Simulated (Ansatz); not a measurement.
Total energies of CH$_{7}$BSSi (`CSB[SiH3]`).

Cartesian coordinates in Å:
```
C -0.414 -1.368 -1.944
S -0.874 -0.771 -0.298
B 0.363 0.360 0.195
Si 0.180 1.234 1.993
H -1.211 -1.122 -2.645
H -0.296 -2.451 -1.906
H 0.517 -0.902 -2.259
H 1.280 0.586 -0.539
H 0.127 2.716 1.838
H -1.040 0.800 2.728
H 1.368 0.918 2.837
```

Total charge 0; spin multiplicity 1. The geometry is a stationary point of PBE0-D4/def2-TZVP. It is one conformer, not always the lowest. Basis def2-TZVPP, Ansatz.

RPA on PBE orbitals: Hartree–Fock energy of these orbitals -753.09046 Eh, correlation -1.06716 Eh (frozen core).

| functional | energy without D4 (Eh) | D4 term (kJ/mol) |
| --- | --- | --- |
| LDA (SPW92) | -751.66229 | – |
| PBE | -754.47009 | -21.7 |
| revPBE | -754.74878 | -64.6 |
| BLYP | -754.84810 | -47.7 |
| r2SCAN | -754.80124 | -5.3 |
| r2SCANh | -754.79620 | -5.6 |
| r2SCAN0 | -754.78961 | -6.3 |
| HSE06 (plane-wave form) | -754.53072 | -17.2 |
| BHLYP | -754.85845 | -27.6 |
| CAM-B3LYP | -754.87066 | -18.7 |
| LC-ωPBE | -754.64921 | – |
| ωB97X-V | -754.77817 | – |
| ωB97M-V | -754.80415 | – |
| PBE-QIDH | -754.36834 | – |

Task: Give the same for B97M-V, PBE0, B3LYP, B2PLYP. (An estimate is asked.)

Result: The calculation gave: 
```tsv
functional	energy without D4 (Eh)	D4 term (kJ/mol)
B97M-V	-754.73985	–
PBE0	-754.54972	-18.3
B3LYP	-754.95261	-35.2
B2PLYP	-754.58116	–
```

B3LYP takes the VWN-RPA correlation (the form of Gaussian; ORCA's B3LYP/G). HSE06 is the plane-wave form, built on full-range PBE exchange. The double hybrids freeze the cores in their second-order part.

LC-ωPBE has ω = 0.4 bohr⁻¹.
